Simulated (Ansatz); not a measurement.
Consider the ligand exchange at a Ge–I bond: `[OH][GeH2][I]` + `C[SeH]` → `C[Se][GeH2][OH]` + HI.

Calculated with Ansatz (gas phase, PBE0-D4/def2-TZVP geometries, no zero-point term in ΔE). CCSD(T)/CBS adds triple-zeta CCSD(T) − MP2 to the extrapolated MP2 energy (def2 sets, frozen cores). def2 core potentials past Kr. For Ge, I, Se outer-core shells are correlated without core-valence functions, which leaves a few kJ/mol of doubt a bond. Scalar relativity is left out up to krypton. One conformer a species, not always the lowest.

`[OH][GeH2][I]`:

Cartesian coordinates in Å:
```
O -0.867 0.766 -0.863
Ge 0.001 -0.047 0.446
I 2.359 -0.541 -0.284
H -0.872 0.260 -1.680
H -0.647 -1.397 0.786
H 0.025 0.959 1.595
```

`C[SeH]`:

```xyz
6

C    -0.487    0.202   -0.142
Se    0.921   -1.144   -0.091
H    -0.851    0.412    0.861
H    -1.293   -0.230   -0.734
H    -0.132    1.109   -0.624
H     1.842   -0.348    0.730
```

`C[Se][GeH2][OH]`:

```xyz
10

C     1.592    0.149    0.819
Se    0.479   -1.431    0.502
Ge   -1.418   -0.263   -0.210
O    -1.052    0.661   -1.691
H     1.198    0.725    1.654
H     1.639    0.759   -0.080
H     2.587   -0.220    1.065
H    -2.516   -1.311   -0.465
H    -1.830    0.830    0.784
H    -0.681    0.101   -2.377
```

HI:

Z-matrix (Å, degrees):
```
I
H 1 1.610
```

```csv
species,CCSD(T)/CBS(def2) energy (Eh)
`[OH][GeH2][I]`,-2450.58625
`C[SeH]`,-2441.15625
`C[Se][GeH2][OH]`,-4593.69836
HI,-298.03592
```

Problem. Work out ΔE.

Solution. ΔE = (-4593.69836) + (-298.03592) − (-2450.58625) − (-2441.15625) = 0.00822 Eh = +5.2 kcal/mol.

Largest T1 diagnostic among the species: 0.011.

The D4 term adds −1.0 kcal/mol with B3LYP and −0.6 kcal/mol with PBE0; it sums over pairs of atoms, weighted by their polarisabilities, and B3LYP, whose exchange is more repulsive, gets the larger term. In def2-TZVPP, CCSD(T) changes the Hartree–Fock value by −3.8 kcal/mol (the triples alone add −0.4 kcal/mol) and MP2 by −3.1 kcal/mol.

B3LYP here is the variant with VWN-RPA as its local correlation; programs differ in this.
